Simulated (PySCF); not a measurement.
# How methods differ on the ionisation energy of Ce(39+)

Ce(39+) [Ar] 3d1 (2D) → Ce(40+) [Ar] (1S), as a difference of total energies. All numbers are calculated (PySCF 2.14, the spin-free X2C one-electron Hamiltonian (Gaussian nucleus), in an even-tempered Gaussian basis (18 s from 6.9 bohr⁻², ratio 2.5; 12 p from 9 bohr⁻², ratio 2.5; 7 d from 9 bohr⁻², ratio 2.5; 4 f from 31 bohr⁻², ratio 2.7; 3 g from 47 bohr⁻², ratio 2.7)). Correlated levels: outer shells: [Ne] frozen; virtual orbitals above 40 to 60 times the deepest correlated orbital energy dropped. The calculations carry no spin-orbit coupling.

```csv
method,ionisation energy (eV)
UHF,2792.5
LDA,2793.4
PBE,2794.3
PBE0,2794.2
r2SCAN,2794.9
BLYP,2794.9
PBEsol,2793.5
MP2 (outer shells),2792.2
SCS-MP2 (outer shells),2792.2
```

A first-order spin-orbit estimate (lowest level to lowest level, LS coupling) adds 14.335 eV.

Breit and QED terms and the two-electron picture change are absent.

First order in ζ underestimates the shift of j = l − 1/2 levels at high Z.

For comparison: 2806 ± 4 eV (theoretical estimate listed by NIST; NIST Atomic Spectra Database, ionization energies).
